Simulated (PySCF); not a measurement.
Electrostatic solvation of a mixed set.

All values: CAM-B3LYP/def2-SVPD (PySCF, non-relativistic), each on one gas-phase PBE0-D3(BJ)/def2-SVP geometry that isn't relaxed in the solvent. The solvent is an IEF-PCM continuum (cavity from Bondi-type radii × 1.2). Only the electrostatic response of the medium enters. Spin–orbit coupling is left out although an atom past zinc is present.

Problem. Order them by E(solvent) − E(gas) in acetonitrile (ε = 35.69), most negative first (kcal/mol).
A. `[CH3:1][SiH2:2][O:3][GeH3:4]` with C1–Si2–O3–Ge4 65°
B. `[OH:1][SiH2:2][CH2:3][GeH3:4]` with H–O1–Si2–C3 -64°, O1–Si2–C3–Ge4 -38°
C. `[CH3:1][N:2]1[CH2:3][CH2:4][N:5]1[CH3:6]` with C1–N2–C3–C4 -134°, N2–C3–C4–N5 18°, C3–C4–N5–C6 -134°, C1–N2–N5–C4 137°
D. `[CH3:1][O:2][GeH2:3][SiH3:4]` with C1–O2–Ge3–Si4 179°

Solution. B (-4.4), C (-3.9), D (-2.2), A (-1.8).

```tsv
SMILES	charge	ΔE (kcal/mol)	polarisation term (kcal/mol)	HOMO shift (eV)	dipole gas (D)	dipole solvent (D)	atoms	lowest singlet, gas (eV)	lowest singlet, solvent (eV)
O[SiH2][CH2][GeH3]	0	-4.4	-5.1	+0.16	1.80	2.48	12	7.15	7.29
CN1CCN1C	0	-3.9	-4.4	-0.15	0.69	1.00	16	5.83	6.05
C[O][GeH2][SiH3]	0	-2.2	-2.6	-0.02	0.99	1.48	12	6.42	6.52
C[SiH2][O][GeH3]	0	-1.8	-2.1	+0.06	1.35	1.84	12	7.01	7.05
```

The polarisation term is half the interaction of the solute with the induced surface charges. Singlets are vertical TDDFT energies (frozen core, non-equilibrium response), the lowest in each medium.
